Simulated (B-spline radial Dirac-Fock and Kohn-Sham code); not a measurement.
**Binding energies of Pd⁺**

System: Pd⁺, [Kr] 4d7 5s2 (an excited configuration); nuclear rms radius 4.5318 fm (A = 106).

The run's input, task.json:

```json
{"items": [{
  "Z": 46,
  "q": 1,
  "cfg": [[1, 0, 2], [2, 0, 2], [2, 1, 6], [3, 0, 2], [3, 1, 6], [3, 2, 10], [4, 0, 2], [4, 1, 6], [4, 2, 7], [5, 0, 2]],
  "A": 106,
  "rrms": 4.5318,
  "do": ["binding"]
}]}
```

Command: `python xray_run.py task.json out`

Model: Dirac-Fock ΔSCF + Breit + QED. Program: a radial B-spline solver. Correlation and solid-state effects are left out. Energies are counted from the vacuum level. Subshells whose hole state is unreliable or did not converge are left out.

All terms are in eV, carry their sign (relaxation lowers the binding energy) and add up to the binding energy; ⟨r⟩ is the mean radius of the orbital in the initial state.

```
  subshell  −ε (Koopmans)  relaxation   Breit     QED  binding energy  ⟨r⟩ (bohr)
    K (1s)        24515.1      -61.99  -48.65  -24.47         24380.0       0.032
   L1 (2s)         3681.4      -32.65   -4.29   -2.93          3641.5       0.138
L2 (2p1/2)         3405.1      -35.84   -7.32    0.26          3362.3       0.117
L3 (2p3/2)         3244.9      -34.89   -4.83   -0.06          3205.1       0.122
   M1 (3s)          717.9      -13.19   -0.56   -0.56           703.6       0.377
M2 (3p1/2)          607.5      -13.57   -1.03    0.05           593.0       0.370
M3 (3p3/2)          578.6      -13.19   -0.59    0.00           564.9       0.380
M5 (3d5/2)          379.4      -14.37   -0.07    0.04           365.0       0.358
   N1 (4s)          126.2       -3.83   -0.08   -0.10           122.2       0.943
N2 (4p1/2)          89.05       -3.52   -0.14    0.02           85.41       1.014
N3 (4p3/2)          84.25       -3.34   -0.06    0.01           80.85       1.041
 N4,5 (4d)          29.07       -2.26    0.01    0.01           26.83       1.338
   O1 (5s)          16.02       -0.25   -0.01   -0.01           15.76       2.783
```

For the deepest level, K (1s), the Breit terms make up -0.200 % of the binding energy, QED -0.100 % and orbital relaxation -0.254 %.

Spin-orbit splittings: 2p 157.1 eV, 3p 28.10 eV, 4p 4.56 eV.

Values without a named source are computed, but for edge energies of neutral atoms, which are taken from tables.
